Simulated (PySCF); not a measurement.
**C₆ coefficients of unlike pairs at B3LYP**

Calculated with PySCF 2.14 from the dipole response of each species, C₆(A,B) = (3/π) ∫ α_A(iu) α_B(iu) du, in atomic units, from isotropic polarisabilities. For ions this is the dispersion term alone; charge-induced terms of lower order in 1/R come first.

```csv
species,configuration,basis,relativity,α (bohr³),C₆ (like pair)
F⁺,[He] 2s2 2p4 (3P),"aug-cc-pCVTZ-DK with one added diffuse shell each of s, p, d, f type (8s7p5d3f)",spin-free X2C,1.843,3.442
O²⁺,[He] 2s2 2p2 (3P),dyall-av2z (11s7p2d),none,1.722,2.287
Tc³⁺,[Kr] 4d4 (5D),aug-cc-pwCVDZ-PP with ECP28MDF (6s6p5d3f),core potential,5.452,24.58
B³⁺,1s2 (1S),aug-cc-pVQZ (6s5p4d3f2g),none,0.01975,0.002448
```

**Question.** Estimate C₆ for B³⁺ with O²⁺.

**Answer.** The integral gives 0.05225. The combination rule 2 C_A C_B / (C_A α_B/α_A + C_B α_A/α_B) gives 0.04671 and the geometric mean 0.07482.

No spin-orbit coupling is included.

The other pairs:

| pair | C₆ |
| --- | --- |
| B³⁺, F⁺ | 0.06796 |
| O²⁺, F⁺ | 2.791 |
| B³⁺, Tc³⁺ | 0.1704 |
| Tc³⁺, F⁺ | 9.165 |
| Tc³⁺, O²⁺ | 7.492 |
